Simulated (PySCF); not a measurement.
# Field gradients at the hydrogen positions

C₂H₇F₃SSi₂.
Z-matrix (Å and degrees, GFN2-xTB geometry), rows numbered from 1:
```
F 
C   1  1.3378
F   2  1.3413  1  106.16
F   2  1.3309  1  107.29  3   113.97
S   2  1.8099  1  113.30  3  -124.57
C   5  1.8316  2  102.23  1    43.30
Si  6  1.9165  5  111.96  2    57.11
Si  6  1.9213  5  111.48  2   -77.43
H   6  1.0927  5   99.61  2   169.80
H   7  1.4616  6  104.97  5   159.90
H   7  1.4595  6  109.05  5   -81.39
H   7  1.4600  6  108.53  5    40.43
H   8  1.4584  6  109.62  5    92.85
H   8  1.4628  6  105.69  5  -147.97
H   8  1.4605  6  107.78  5   -28.94
```

Level: PBE0/pcSseg-1 (PySCF, non-relativistic); Q(2H) = 0.00286 b; rigid geometry, the same for H and D, with no vibrational averaging.

Question: What are Vzz, η and χzz (234.96 MHz × Q × Vzz) at all hydrogens?

Answer: 
```
atom  bonded to  bond length (Å)  Vzz (au)     η  χzz (kHz)
  H9         C6            1.093    0.3082  0.08        207
 H10        Si7            1.462    0.1635  0.02        110
 H11        Si7            1.459    0.1638  0.03        110
 H12        Si7            1.460    0.1642  0.02        110
 H13        Si8            1.458    0.1652  0.03        111
 H14        Si8            1.463    0.1626  0.02        109
 H15        Si8            1.461    0.1635  0.01        110
```

Question: Average by the element that carries the hydrogen.

Answer: on C: 207 kHz over 1 position, mean bond length 1.093 Å; on Si: 110 kHz over 6 positions, mean bond length 1.460 Å.

Question: Give the 2H NMR doublet splittings at H15 for a magnetic field along the z, y and x axes of the gradient: 3χ/2, 3χ(1 + η)/4, 3χ(1 − η)/4.

Answer: With |χ| = 109.9 kHz and η = 0.015: 165, 84 and 81 kHz, to first order and without motion.

The structure is a single GFN2-xTB conformer in the gas phase; no vibrational or solvent corrections. GFN2-xTB bond lengths can be off by several hundredths of an ångström, more for odd bonds, and the gradients follow them. The small basis limits the accuracy of the gradients.

The run behind these numbers computed NMR shieldings as well. The run took 73 s of wall time (grids of density and orbitals included) on Arm Neoverse N1, one thread, no GPU, shared host, and the process peaked at 0.91 GiB of memory.
